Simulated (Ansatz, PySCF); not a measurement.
Pair of molecules: CH4 (SMILES C) (first 5 atoms) with C3H6 (SMILES C=CC); geometry from B3LYP-D3(BJ)/def2-TZVP, rigid monomers moved along the line of their centres of mass till H5···C7 is 4.26 Å.
(charge 0, multiplicity 1):
```xyz
14

C     -0.1534     0.0077     0.5017
H     -1.1901    -0.2810     0.6712
H      0.2313    -0.5192    -0.3707
H     -0.1019     1.0818     0.3264
H      0.4421    -0.2475     1.3765
C      0.9922    -1.0080     5.5387
C      0.6056     0.2595     5.6050
C     -0.7694     0.7581     5.2946
H      0.3061    -1.7947     5.2446
H      2.0056    -1.3060     5.7749
H      1.3304     1.0128     5.9032
H     -0.7465     1.4841     4.4771
H     -1.4340    -0.0573     5.0068
H     -1.2047     1.2692     6.1581
```

Monomers are frozen at their geometry in the pair; levels with a basis set take the counterpoise correction. Rows marked so take none.

Frozen-core correlation. Rows in 3-21G, 6-31G*, STO-3G carry no dispersion term and start afresh at each structure (6-31G* with six Cartesian d functions). MP2/6-31G* freezes PySCF's default core.

Run with Ansatz (a first-principles code) with Gaussian orbitals; PySCF for 3-21G rows, 6-31G* rows, STO-3G rows, the dispersion terms. 

| level | interaction energy (meV) |
|---|---|
| HF/STO-3G (no counterpoise) | -0.7 |
| HF/3-21G (no counterpoise) | -4.9 |
| PBE-D3(BJ)/def2-TZVPPD | -19.9 |
| r2SCAN-D3(BJ)/def2-TZVPPD | -15.3 |
| B3LYP/def2-TZVPPD | 2.5 |
| PBE0-D3(BJ)/def2-TZVPPD | -18.8 |
| MP2/6-31G* (no counterpoise) | -11.7 |
| MP2/aug-cc-pVDZ | -14.6 |
| CCSD(T)/aug-cc-pVDZ | (withheld) |

Q: Complete the blanks.

A: 
- CCSD(T)/aug-cc-pVDZ, interaction energy (meV): -14.1
